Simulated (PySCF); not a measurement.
Compound: C5H7FO2.
SMILES with atom numbers: `[O:1]=[C:2]1[CH2:3][CH2:4][CH2:5][C@@H:6]([F:7])[O:8]1` (hydrogens: H9, H10 on C3; H11, H12 on C4; H13, H14 on C5; H15 on C6)

All values: PBE0/def2-SVPD (PySCF, non-relativistic), on one gas-phase PBE0-D3(BJ)/def2-SVP geometry that isn't relaxed in the solvent. The solvent is an IEF-PCM continuum (Bondi radii, 1.10 Å for H, scaled by 1.2), and excitations are vertical TDDFT with non-equilibrium linear response and a frozen core. Only the electrostatic response of the medium enters.

Gas-phase singlets (H = HOMO, L = LUMO):

```tsv
state	E (eV)	λ (nm)	f	leading configurations
S1	5.662	219	0.002	H→L 92%
S2	7.479	166	0.002	H→L+1 90%
S3	7.745	160	0.058	H-1→L 73%, H-2→L 13%
S4	8.185	151	0.027	H→L+2 84%
S5	8.389	148	0.051	H-2→L 54%, H→L+3 29%
```

Question: Give the list for cyclohexane (ε = 2.017), n² = 2.04.

Answer: 
```
state  E (eV)  λ (nm)      f  leading configurations  change by rank (eV)
   S1   5.730     216  0.002                 H→L 94%               +0.068
   S2   7.645     162  0.061    H-1→L 64%, H→L+1 13%               +0.166
   S3   7.676     162  0.023    H→L+1 79%, H-1→L 14%               -0.069
   S4   8.285     150  0.030               H-2→L 93%               +0.100
   S5   8.369     148  0.070    H-3→L 63%, H→L+2 13%               -0.020
```

Question: How does the list change in dimethylsulfoxide (ε = 46.83)?

Answer: 
```
state  E (eV)  λ (nm)      f  leading configurations  change by rank (eV)
   S1   5.831     213  0.003                 H→L 92%               +0.169
   S2   7.518     165  0.066               H-1→L 79%               +0.039
   S3   7.849     158  0.022               H→L+1 92%               +0.104
   S4   7.980     155  0.007               H-2→L 92%               -0.205
   S5   8.239     150  0.113               H-3→L 86%               -0.150
```

Question: The ground-state energy changes by -0.355 eV from gas to dimethylsulfoxide. By how much does the total energy of gas-phase S1 change?

Answer: E(S1) = E(S0) + excitation energy, so it changes by -0.355 + 0.169 = -0.186 eV: it is lowered less than the ground state, which is what a blue shift means. This is the vertical state, with the slow part of the continuum still set for S0.

Question: How do the frontier levels move from gas to dimethylsulfoxide?

Answer: 
```
orbital  gas (eV)  solvent (eV)  change (eV)                   Löwdin shares, gas               Löwdin shares, solvent
 LUMO+2      1.08          1.42        +0.34    H15 13 %, H9 9 %, C3 9 %, H13 8 %   O1 19 %, H15 10 %, H13 9 %, O8 9 %
 LUMO+1      0.41          0.72        +0.31   C5 15 %, H13 11 %, C4 11 %, C6 9 %     C2 14 %, O8 12 %, C6 9 %, C5 9 %
   LUMO     -0.19         -0.27        -0.08    C2 33 %, O1 27 %, O8 10 %, C3 8 %    C2 38 %, O1 29 %, O8 11 %, C3 7 %
   HOMO     -8.10         -8.29        -0.19    O1 59 %, C2 10 %, C3 10 %, O8 9 %   O1 47 %, O8 10 %, C3 10 %, C2 10 %
 HOMO-1     -9.19         -9.22        -0.03     O8 32 %, O1 30 %, C5 8 %, C2 7 %   O1 26 %, O8 20 %, C5 11 %, C6 10 %
 HOMO-2     -9.88         -9.56        +0.32   O8 22 %, F7 16 %, O1 13 %, C5 10 %  C4 21 %, C5 17 %, H12 13 %, H14 8 %
 HOMO-3    -10.04         -9.79        +0.25  C4 21 %, C5 13 %, H12 12 %, C3 11 %   O1 16 %, C4 15 %, O8 15 %, C5 14 %
```

The HOMO–LUMO gap goes from 7.91 to 8.02 eV. Rows go by rank; for HOMO-3, HOMO-2, HOMO-1, LUMO+1 and LUMO+2 the atom shares or the degeneracy differ between the runs, so the row needn't follow one orbital.
